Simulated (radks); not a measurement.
Results of a calculation; reference values are marked as such.
Question: Spin polarisation of the 3d8 shell in neutral nickel. Start: [Ar] 3d(up 4, down 4) 4s2; electrons of 3d are moved from spin down to spin up, other shells keep equal spins. Code: a radial shooting solver on a logarithmic mesh with Libxc functionals. Model: scalar-relativistic Kohn-Sham, r2SCAN, spin-polarised, spherical densities, finite nucleus; meta-GGA in the generalised Kohn-Sham scheme; Fermi nuclear charge, rms radius of each element as measured or else 0.836 A^(1/3) + 0.57 fm. Estimate the energy gained and the exchange splitting at a moment of 2 Bohr magnetons.

Answer: At moment 2 the spin-polarisation energy is -1.323 eV and the 3d exchange splitting 2.646 eV, that is 1.323 eV per Bohr magneton; E = -I m^2/4 would give I = 1.323 eV.
